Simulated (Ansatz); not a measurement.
`N#[C][SnH2][Cl]` + H–F → `N#[C][SnH2][F]` + HCl at 600 K and 1 bar (ligand exchange at the Sn–Cl bond).

Calculated with Ansatz (gas phase, PBE0-D4/def2-TZVP geometries, no zero-point term in ΔE). CBS: MP2 limit from def2 TZ/QZ plus the TZ coupled-cluster correction, frozen cores. This one scheme is used for every species. def2 core potentials past Kr. For Sn outer-core shells are correlated without core-valence functions, which leaves a few kJ/mol of doubt a bond.

```
          species  CCSD(T)/CBS energy (Eh)  H − E (kJ/mol)  S (J/(mol·K))
`N#[C][SnH2][Cl]`               -767.77261           107.5          403.7
              H–F               -100.39570            42.3          194.0
 `N#[C][SnH2][F]`               -407.77206           108.2          391.5
              HCl               -460.38127            35.4          207.2
```

H − E and S are ideal-gas, rigid-rotor, harmonic terms from PBE0-D4/def2-TZVP. 1 Eh = 2625.50 kJ/mol, R = 8.31446 J/(mol·K).

Problem. By hand: ΔE, ΔH, ΔS and ΔG.

Solution. ΔE = (-407.77206) + (-460.38127) − (-767.77261) − (-100.39570) = 0.01498 Eh = 39.3 kJ/mol. Δ(H − E) = 108.2 + 35.4 − 107.5 − 42.3 = -6.2, so ΔH = 33.1 kJ/mol. ΔS = 391.5 + 207.2 − 403.7 − 194.0 = 1.0 J/(mol·K). ΔG = 33.1 − 600 × (1.0)/1000 = 32.5 kJ/mol.

Problem. By hand: the equilibrium constant, and the temperature at which ΔG would vanish if ΔH and ΔS stayed fixed.

Solution. log₁₀ K = −ΔG/(RT ln 10) = -2.8. ΔG = 0 at ΔH/ΔS = 33100 K, far beyond where these terms or the molecules hold.

The number of gas molecules stays the same, so ΔS is small and ΔH decides. A doubt of 5 kJ/mol in ΔE shifts log₁₀ K by 0.4 here. These are equilibria of isolated gas molecules and say nothing of rates. Largest T1 diagnostic: 0.014 (customary marks: 0.02 for closed shells, 0.045 for open ones).
